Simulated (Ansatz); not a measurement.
| atom | x (Å) | y (Å) | z (Å) |
| --- | --- | --- | --- |
| C | -1.2693 | -0.4281 | 0.0000 |
| H | -1.2693 | -1.0788 | 0.8794 |
| H | -1.2693 | -1.0788 | -0.8794 |
| H | -2.1762 | 0.1837 | 0.0000 |
| C | 0.0000 | 0.4281 | 0.0000 |
| H | 0.0000 | 1.0788 | 0.8794 |
| H | 0.0000 | 1.0788 | -0.8794 |
| C | 1.2693 | -0.4281 | 0.0000 |
| H | 1.2693 | -1.0788 | 0.8794 |
| H | 1.2693 | -1.0788 | -0.8794 |
| H | 2.1762 | 0.1837 | 0.0000 |

Basis set: cc-pVDZ (spherical functions). Left uncorrelated: 3 orbitals. Charge 0, multiplicity 1.

Computed with Ansatz (development build ahead of 0.2.0); each method stands on the lowest determinant of its kind that the runs found. Restricted open shells among the atoms or ions are ROHF, correlated in semicanonical orbitals with singles.

The atomization energy at this shape (free ground-state atoms in the same class of orbitals less the molecule, no zero-point energy) of singlet C₃H₈:

```json
{"method": "RHF", "atomization energy": "3230.4 kJ/mol"}
```

Task: What does RHF-MP2 give?

Result: 3962.5 kJ/mol.
